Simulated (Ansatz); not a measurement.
Calculated with Ansatz (gas phase, PBE0-D4/def2-TZVP geometries, no zero-point term in ΔE). CCSD(T)/CBS adds triple-zeta CCSD(T) − MP2 to the extrapolated MP2 energy (def2 sets, frozen cores). This one scheme is used for every species. Functionals use def2-TZVPP. B3LYP here is the variant with VWN-RPA as its local correlation; programs differ in this. One conformer a species, not always the lowest.

`B[SiH2][CH2][AlH][CH3]` + H₂O → `B[SiH2]O` + `[CH3][AlH][CH3]`  (formal hydrolysis of the Si–C bond)

| species | B3LYP-D4 energy (Eh) |
| --- | --- |
| `B[SiH2][CH2][AlH][CH3]` | -639.09994 |
| H₂O | -76.46698 |
| `B[SiH2]O` | -392.66044 |
| `[CH3][AlH][CH3]` | -322.93512 |

(1) Work out ΔE.

Largest T1 diagnostic among the species: 0.012.

Answers

(1) ΔE = (-392.66044) + (-322.93512) − (-639.09994) − (-76.46698) = -0.02864 Eh = -0.78 eV. CCSD(T)/CBS gives -0.69 eV.

The D4 term adds +0.17 eV with B3LYP and +0.10 eV with PBE0; it sums over pairs of atoms, weighted by their polarisabilities, and B3LYP, whose exchange is more repulsive, gets the larger term. In def2-TZVPP, CCSD(T) changes the Hartree–Fock value by +0.40 eV (the triples alone add +0.06 eV) and MP2 by +0.41 eV.
